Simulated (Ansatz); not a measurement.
Reaction (ligand exchange at the Si–C bond): `C=C[Si](O)(O)O` + `CNC` → `CN(C)[Si](O)(O)O` + `C=C`

Gas-phase electronic energies from Ansatz, PBE0-D4/def2-TZVP geometries. CBS: MP2 limit from def2 TZ/QZ plus the TZ coupled-cluster correction, frozen cores. This one scheme is used for every species. DFT in def2-TZVPP. One conformer a species, not always the lowest.

Is it downhill or uphill in electronic energy at CCSD(T)/CBS, and by how much? (Best estimate.)

Ansatz gave: Downhill: ΔE = -0.63 eV.

What do these levels give: revPBE-D4, B97M-V, CAM-B3LYP-D4, PBE, MP2/def2-TZVPP, HF/CBS(def2)? (An estimate is asked.)

The calculation gave: revPBE-D4 -0.56, B97M-V -0.61, CAM-B3LYP-D4 -0.65, PBE -0.50, MP2/def2-TZVPP -0.64, HF/CBS(def2) -0.60 eV.

Largest T1 diagnostic among the species: 0.012.

In def2-TZVPP, CCSD(T) changes the Hartree–Fock value by −0.03 eV (the triples alone add −0.00 eV) and MP2 by −0.05 eV. From PBE to PBE0 (25 % exact exchange), in def2-TZVPP and without D4, ΔE moves by −0.04 eV.
